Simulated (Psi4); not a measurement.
Psi4 input (wB97X-D/6-311+G**):

```
memory 1500 MB

molecule {
1 1
C     3.24006800    0.13599800   -0.06355700
C     1.90269700   -0.42678900    0.40558900
C     0.71583000    0.29185500   -0.23822600
C    -0.62961900   -0.28104500    0.24745500
C    -1.74751900    0.45324200   -0.41923000
O    -3.10284400   -0.12618400    0.13506400
H     3.35483600    0.03543200   -1.14460100
H     4.06838200   -0.39176900    0.40865100
H     3.33398200    1.19427200    0.18759000
H     1.82551200   -0.34236700    1.49330400
H     1.84643300   -1.49376700    0.17097700
H     0.78196200    0.20421500   -1.32653000
H     0.76254500    1.35862900   -0.00173000
H    -0.70564500   -0.17524600    1.33148300
H    -0.67306000   -1.34651600   -0.00105100
H    -1.80715900    0.31422600   -1.49586000
H    -1.83354100    1.49839500   -0.13699500
H    -3.11678400   -1.10139700    0.14677800
H    -3.90344900    0.21579800   -0.30471300
symmetry c1
no_reorient
no_com
}

set {
  basis 6-311+G**
  reference rks
  scf_type df
  df_basis_scf def2-universal-jkfit
  dft_radial_points 99
  dft_spherical_points 590
  e_convergence 1e-8
  d_convergence 1e-7
  maxiter 150
}

e = energy('wb97x-d')
print_out(f'\nFINAL {e:.10f} DIPOLE {variable("CURRENT DIPOLE")[0]:.6f} {variable("CURRENT DIPOLE")[1]:.6f} {variable("CURRENT DIPOLE")[2]:.6f}\n')
```

Output:

```
   => Loading Basis Set <=

    Name: 6-311+G**
    Role: ORBITAL
    Keyword: BASIS
    atoms 1-5  entry C          line   129 file 6-311pgss.gbs
    atoms 6    entry O          line   171 file 6-311pgss.gbs
    atoms 7-19 entry H          line    42 file 6-311pgss.gbs

   => WB97X-D: Empirical Dispersion <=

    Chai and Head-Gordon Dispersion Correction
    Chai, J.-D.; Head-Gordon, M. (2010), J. Chem. Phys., 132: 6615-6620

        s6 =       1.000000

         ---------------------------------------------------------
                                   SCF
               by Justin Turney, Rob Parrish, Andy Simmonett
                          and Daniel G. A. Smith
                              RKS Reference
         ---------------------------------------------------------

  ==> Geometry <==

    Molecular point group: c1
    Full point group: C1

    Geometry (in Angstrom), charge = 1, multiplicity = 1:

       Center              X                  Y                   Z               Mass
    ------------   -----------------  -----------------  -----------------  -----------------
         C            3.240068000000     0.135998000000    -0.063557000000    12.000000000000
         C            1.902697000000    -0.426789000000     0.405589000000    12.000000000000
         C            0.715830000000     0.291855000000    -0.238226000000    12.000000000000
         C           -0.629619000000    -0.281045000000     0.247455000000    12.000000000000
         C           -1.747519000000     0.453242000000    -0.419230000000    12.000000000000
         O           -3.102844000000    -0.126184000000     0.135064000000    15.994914619570
         H            3.354836000000     0.035432000000    -1.144601000000     1.007825032230
         H            4.068382000000    -0.391769000000     0.408651000000     1.007825032230
         H            3.333982000000     1.194272000000     0.187590000000     1.007825032230
         H            1.825512000000    -0.342367000000     1.493304000000     1.007825032230
         H            1.846433000000    -1.493767000000     0.170977000000     1.007825032230
         H            0.781962000000     0.204215000000    -1.326530000000     1.007825032230
         H            0.762545000000     1.358629000000    -0.001730000000     1.007825032230
         H           -0.705645000000    -0.175246000000     1.331483000000     1.007825032230
         H           -0.673060000000    -1.346516000000    -0.001051000000     1.007825032230
         H           -1.807159000000     0.314226000000    -1.495860000000     1.007825032230
         H           -1.833541000000     1.498395000000    -0.136995000000     1.007825032230
         H           -3.116784000000    -1.101397000000     0.146778000000     1.007825032230
         H           -3.903449000000     0.215798000000    -0.304713000000     1.007825032230

  Running in c1 symmetry.

  Rotational constants: A =      0.49771  B =      0.03669  C =      0.03536 [cm^-1]
  Rotational constants: A =  14920.96014  B =   1100.02897  C =   1060.09199 [MHz]
  Nuclear repulsion =  252.777378620718963

  Charge       = 1
  Multiplicity = 1
[...]
      38A      0.028104    39A      0.039774    40A      0.042473
      41A      0.044981    42A      0.057019    43A      0.070542
      44A      0.074766    45A      0.079804    46A      0.091031
      47A      0.100288    48A      0.105906    49A      0.120697
      50A      0.121470    51A      0.129210    52A      0.141146
      53A      0.147106    54A      0.149406    55A      0.152694
      56A      0.163037    57A      0.166127    58A      0.178898
      59A      0.186271    60A      0.187261    61A      0.199126
      62A      0.221837    63A      0.230672    64A      0.236104
      65A      0.244256    66A      0.249263    67A      0.260990
      68A      0.301609    69A      0.327855    70A      0.351826
      71A      0.370963    72A      0.380535    73A      0.383387
      74A      0.415087    75A      0.417886    76A      0.456445
      77A      0.468780    78A      0.480699    79A      0.523061
      80A      0.538286    81A      0.552478    82A      0.561547
      83A      0.575281    84A      0.577033    85A      0.589427
      86A      0.605464    87A      0.607640    88A      0.620912
      89A      0.631931    90A      0.655043    91A      0.664898
      92A      0.667437    93A      0.696985    94A      0.705530
      95A      0.718302    96A      0.780601    97A      0.810806
      98A      0.836079    99A      0.853319   100A      0.870382
     101A      0.913724   102A      0.938961   103A      0.948545
     104A      0.951826   105A      1.021154   106A      1.068379
     107A      1.077092   108A      1.150195   109A      1.172383
     110A      1.202459   111A      1.231337   112A      1.263833
     113A      1.316710   114A      1.333434   115A      1.368618
     116A      1.396135   117A      1.418062   118A      1.425993
     119A      1.446592   120A      1.461550   121A      1.487459
     122A      1.510698   123A      1.523807   124A      1.531474
     125A      1.542163   126A      1.558725   127A      1.572381
     128A      1.582573   129A      1.596846   130A      1.623646
     131A      1.663250   132A      1.670115   133A      1.687483
     134A      1.693361   135A      1.710500   136A      1.744454
     137A      1.757721   138A      1.785774   139A      1.796762
     140A      1.807594   141A      1.875649   142A      1.907494
     143A      1.931315   144A      1.981724   145A      1.993071
     146A      2.014262   147A      2.048873   148A      2.077644
     149A      2.103663   150A      2.117119   151A      2.173450
     152A      2.197311   153A      2.218403   154A      2.254878
     155A      2.297470   156A      2.318952   157A      2.346430
     158A      2.348194   159A      2.387044   160A      2.430701
     161A      2.435492   162A      2.445591   163A      2.471315
     164A      2.489463   165A      2.505067   166A      2.519557
     167A      2.530869   168A      2.577776   169A      2.592364
     170A      2.600389   171A      2.627432   172A      2.651142
     173A      2.662202   174A      2.690657   175A      2.701055
     176A      2.711122   177A      2.716542   178A      2.763578
     179A      2.778507   180A      2.837458   181A      2.873645
     182A      2.902423   183A      2.940682   184A      2.988856
     185A      3.069134   186A      3.080502   187A      3.256337
     188A      3.371992   189A      3.489122   190A      3.626033
     191A      3.666777   192A      3.724913   193A      3.755539
     194A      3.765292   195A      3.816559   196A      3.819517
     197A      3.834485   198A      4.039216   199A      4.103988
     200A      4.194668   201A      4.302200   202A      4.877830
     203A      5.268772   204A      5.430853   205A     23.734311
     206A     23.851249   207A     23.882096   208A     23.909655
     209A     24.007736   210A     49.723556

    Final Occupation by Irrep:
              A
    DOCC [    25 ]
    NA   [    25 ]
    NB   [    25 ]

  @DF-RKS Final Energy:  -273.29239731712312

   => Energetics <=

    Nuclear Repulsion Energy =            252.7773786207189630
    One-Electron Energy =                -859.9713227201067411
    Two-Electron Energy =                 361.4240473110293692
    DFT Exchange-Correlation Energy =     -27.5123803031381229
    Empirical Dispersion Energy =          -0.0101202256266107
    VV10 Nonlocal Energy =                  0.0000000000000000
    Total Energy =                       -273.2923973171231182

Computation Completed

Properties will be evaluated at   0.000000,   0.000000,   0.000000 [a0]

Properties computed using the SCF density matrix

 Multipole Moments:

 ------------------------------------------------------------------------------------
     Multipole            Electronic (a.u.)      Nuclear  (a.u.)        Total (a.u.)
 ------------------------------------------------------------------------------------

 L = 1.  Multiply by 2.5417464519 to convert [e a0] to [Debye]
 Dipole X            :         -4.0973486            0.0000076           -4.0973410
 Dipole Y            :         -0.2271391           -0.0000019           -0.2271410
 Dipole Z            :         -0.5027380            0.0000019           -0.5027361
 Magnitude           :                                                    4.1343126

 ------------------------------------------------------------------------------------

FINAL -273.2923973171 DIPOLE -4.097341 -0.227141 -0.502736

*** Psi4 exiting successfully. Buy a developer a beer!
```

The dipole moment of an ion depends on the origin.

The geometry given is a B3LYP-D3(BJ)/def2-TZVP minimum.
